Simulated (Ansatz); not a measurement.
System: sum formula H$_{8}$Si$_{3}$O$_{2}$, charge 0, multiplicity 1. 
Structure (B3LYP-D3(BJ)/def2-TZVP (Ansatz, an electronic-structure program) minimum search):
SMILES: [SiH3]O[SiH2]O[SiH3]
```xyz
13

Si     2.3798     0.0660    -0.5271
O      1.1879     0.5535     0.4892
Si    -0.1610     0.1495     1.3119
O     -1.2904    -0.4613     0.3064
Si    -2.1842    -0.2465    -1.0522
H      1.8508    -0.0383    -1.9058
H      2.9038    -1.2542    -0.1052
H      3.4646     1.0685    -0.4845
H      0.1540    -0.8955     2.3044
H     -0.6717     1.3788     1.9477
H     -2.7486     1.1232    -1.0824
H     -3.2811    -1.2368    -1.0471
H     -1.3350    -0.4491    -2.2477
```
Charge 0, spin multiplicity 1.

Total electronic energies in hartree. Correlated levels leave the core frozen unless marked. No spin-orbit coupling. Non-relativistic. Basis-set limits of correlation are two-point, X^-3; Hartree-Fock from the larger set.

| level | program | energy (Eh) |
|---|---|---|
| HF/aug-cc-pV(Q+d)Z | Ansatz | -1021.51907 |
| PBE/def2-TZVPD | Ansatz | -1023.36283 |
| PBE-D3(BJ)/def2-TZVPD | Ansatz + dftd3 | -1023.37355 |
| BLYP-D3(BJ)/def2-TZVPD | Ansatz + dftd3 | -1023.97742 |
| r2SCAN/def2-TZVPD | Ansatz | -1023.84577 |
| r2SCAN-D3(BJ)/def2-TZVPD | Ansatz + dftd3 | -1023.84907 |
| PBE0/STO-3G | Ansatz | -1011.11802 |
| PBE0/def2-TZVP | Ansatz | [?] |
| BHLYP-D3(BJ)/def2-TZVPD | Ansatz + dftd3 | -1023.95966 |
| r2SCAN0-D4/def2-TZVPD | Ansatz + dftd4 | -1023.81986 |
| r2SCAN0/def2-TZVPD | Ansatz | -1023.81632 |
| HSE06-D3(BJ)/def2-TZVPD | Ansatz + dftd3 | -1023.44275 |
| B2PLYP-D4/def2-TZVPD | Ansatz + dftd4 | -1023.54884 |
| MP2/cc-pVTZ | Ansatz | -1022.31702 |
| RI-MP2/cc-pV(Q+d)Z | Ansatz | -1022.42459 |
| SCS-MP2/6-31G | Ansatz | -1021.46659 |
| SCS-MP2/cc-pV(D+d)Z | Ansatz | -1022.04866 |
| CCSD/aug-cc-pV(D+d)Z | Ansatz | -1022.16699 |
| CCSD/CBS(cc-pV(T+d)Z,cc-pV(Q+d)Z) | Ansatz | -1022.5150 |
| CCSD(T)/aug-cc-pV(D+d)Z | Ansatz | -1022.18798 |
| CCSD(T)/aug-cc-pV(T+d)Z | Ansatz | -1022.44259 |
| CCSD(T)/cc-pwCVTZ | Ansatz | -1022.43681 |
| CCSD(T)/CBS(cc-pV(T+d)Z,cc-pV(Q+d)Z) | Ansatz | -1022.5515 |

Task: Some entries are withheld; supply them.

Result: 
- PBE0/def2-TZVP, energy (Eh): -1023.46055
